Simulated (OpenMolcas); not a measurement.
V2+ among 6 point charges of -2 e arranged as an octahedron (Oh), 1.79 Å from the ion. The active orbitals were held to one l.
```
   1.7900    0.0000    0.0000  -2.00
   0.0000    1.7900    0.0000  -2.00
  -1.7900    0.0000    0.0000  -2.00
   0.0000   -1.7900    0.0000  -2.00
   0.0000    0.0000    1.7900  -2.00
   0.0000    0.0000   -1.7900  -2.00
```

- Program: OpenMolcas 26.06
- Method: CASSCF
- Basis: ANO-RCC-VDZP [5s4p2d1f]
- Scalar Hamiltonian: DKH2, point nucleus
- Active space: 3 electrons in 5 orbitals (3d)
- State averaging: 2S+1 = 4 even, 10 roots; 2S+1 = 2 even, 40 roots
- Spin-orbit coupling: state interaction with AMFI integrals over the reference wave functions

What is the spin-free ground state (labels of O, the rotations of Oh)?

4A2, 1-fold in its orbital part, 100 % from free-ion F terms; it has the highest spin that d3 allows.

Where is the first state of the same spin?

4T2 at 12700 cm-1 above the ground state.

What are the lowest two levels with spin-orbit coupling?

A 4-fold level Γ8, then a 2-fold level Γ7 12646 cm-1 above it. Their leading multiplicities are 4 (100 %) and 4 (100 %).

What is χT at 300 K, and how does it compare with the textbook value?

The lowest level has 2S+1 = 4, for which the spin-only value is χT = S(S+1) / 2 = 1.875 cm3 K/mol (g = 2). The computed 1.863 at 300 K differs by -0.012, through a little spin-orbit mixing out of the ground term, against the free-electron g of 2.0023, which raises it.

Without dynamic correlation the repulsion within the d shell is too large (B by tens of per cent), so at a given field states of lower spin stand too high. This is an electrostatic model: the charges have no orbitals. No measured value stands beside these numbers.
